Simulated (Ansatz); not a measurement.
Two structures of AlSiH5ClF, singlet, reached by relaxing down either side of one saddle point (PBE0-D4/def2-TZVP). Energies are electronic, without zero-point energy. Ansatz 0.2.0; basis: def2-TZVPP and def2-QZVPP; cores frozen in the correlated methods. Extrapolation: Hartree–Fock as exp(−7.88 √X), correlation as X^−2.97. First:

```
9
angstrom
Al -1.6065 -0.0110 -0.9578
F -0.4508 1.2080 -0.9549
H -1.5790 -0.9792 -2.2061
H -2.8751 0.2443 -0.0512
Si 1.4231 0.0455 0.8280
Cl -0.1748 -1.3304 0.6524
H 2.0432 0.1945 -0.4985
H 2.3262 -0.6564 1.7679
H 0.8937 1.2845 1.4202
```

Second:

Al1  (-1.552, -0.509, -0.719)
F2  (-0.149, 0.795, -0.135)
H3  (-1.510, -0.258, -2.277)
H4  (-2.736, -0.062, 0.224)
Si5  (1.327, 0.571, 0.605)
Cl6  (-0.424, -2.201, -0.034)
H7  (2.152, -0.233, -0.312)
H8  (1.067, -0.060, 1.909)
H9  (1.823, 1.956, 0.739)
(Å)

Problem. Which bonds change from the first to the second?

Solution. SiH₃Cl ([SiH3][Cl]) + AlH₂F ([F][AlH2]) → AlH₂Cl ([AlH2][Cl]) + SiH₃F ([F][SiH3]) (still joined by a long Al–F bond); bonds formed: F2–Si5; dative contacts that become bonds: Al1–Cl6; bonds broken: Si5–Cl6; bonds weakened to dative contacts: Al1–F2.

Problem. Give the saddle point's structure and its height above each. (Judge from chemistry; the value comes from the calculation.)

Solution. Computed: 0.389 eV above the first and 0.683 eV above the second (CCSD(T) at an estimated basis limit (MP2 extrapolated from triple and quadruple zeta, plus CCSD(T) − MP2 in triple zeta)).
```xyz
9
angstrom
Al -1.5450 -0.2621 -0.7726
F -0.2369 0.9207 -0.3516
H -1.3810 -0.7011 -2.2767
H -2.8852 0.1700 -0.0673
Si 1.2325 0.2787 0.6089
Cl -0.3126 -1.5800 0.5831
H 2.0356 0.0719 -0.6096
H 1.8281 -0.5408 1.6969
H 1.2645 1.6425 1.1889
```

T1 diagnostic: at most 0.011.

Ligand swaps between two centres remove the fluorinated layer in thermal atomic layer etching, and scramble precursors in the gas phase.

Labels in which every atom is bracketed show which atoms are joined, not bond orders.

For scale, one of the runs: CCSD(T)/def2-TZVPP, 227 basis functions, launched by `ansatz run in.yaml --threads 4 --pin off --events-out ev --progress --plain --max-ram 9574MiB`. Hardware: 4 CPU threads of an Intel Xeon, shared host. Wall time 100 s; peak host memory 3.4 GiB.
